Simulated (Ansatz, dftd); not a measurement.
Species: BSiH4, charge 0, doublet. BSiH4 (SMILES [SiH3][BH], doublet).
B3LYP-D3(BJ)/def2-TZVP minimum from Ansatz (a first-principles code):
```xyz
6

B     -0.7704    -1.2627     0.1402
H     -1.7568    -1.8131    -0.2149
Si     0.2808     0.3996    -0.0317
H     -0.0549     1.1764     1.1926
H     -0.0013     1.2532    -1.2175
H      1.7337     0.1023    -0.0182
```
Charge 0, spin multiplicity 2.

Wanted: atomisation energy (electronic, to ground-state atoms), in kJ/mol. UHF or UKS for unpaired electrons; spin-orbit terms are left out. Cores are frozen in correlated methods. Rows without X2C or -DK are non-relativistic. CBS(X,Y): correlation extrapolated as X^-3, Hartree-Fock from the larger set. A bracket is a step between two methods taken in the basis named. Functionals run without relativity, which enters their misses. '+ core + X2C': CCSD(T) terms for core correlation (cc-pwCVTZ, 1s frozen past Ne) and scalar relativity (cc-pVTZ-DK). For partners of very few electrons the exact lower level stands in for a higher one.

| level | program | atomisation energy (kJ/mol) | difference against the last row |
|---|---|---|---|
| PBE-D4/def2-TZVPD | Ansatz + dftd4 | 1594.1 | -1.6 |
| r2SCAN-D3(BJ)/def2-TZVPD | Ansatz + dftd3 | 1621.8 | 26.1 |
| B3LYP-D3(BJ)/def2-TZVPD | Ansatz + dftd3 | 1616.6 | 20.9 |
| r2SCANh-D4/def2-TZVPD | Ansatz + dftd4 | 1617.9 | 22.2 |
| CCSD/cc-pV(D+d)Z | Ansatz | 1470.1 | -125.6 |
| CCSD/cc-pV(Q+d)Z | Ansatz | 1570.7 | -25.0 |
| CCSD(T)/CBS(cc-pV(T+d)Z,cc-pV(Q+d)Z) + core + X2C | Ansatz | 1594.9 | -0.8 |
| CCSDT(Q)/cc-pV(D+d)Z | Ansatz | 1478.5 | -117.2 |
| CCSDT(Q)/cc-pV(T+d)Z | Ansatz | 1556.3 | -39.4 |
| CCSD(T)/CBS(cc-pV(T+d)Z,cc-pV(Q+d)Z) + [CCSDT(Q) - CCSD(T)]/cc-pV(T+d)Z + core + X2C | Ansatz | 1595.7 | 0.0 |
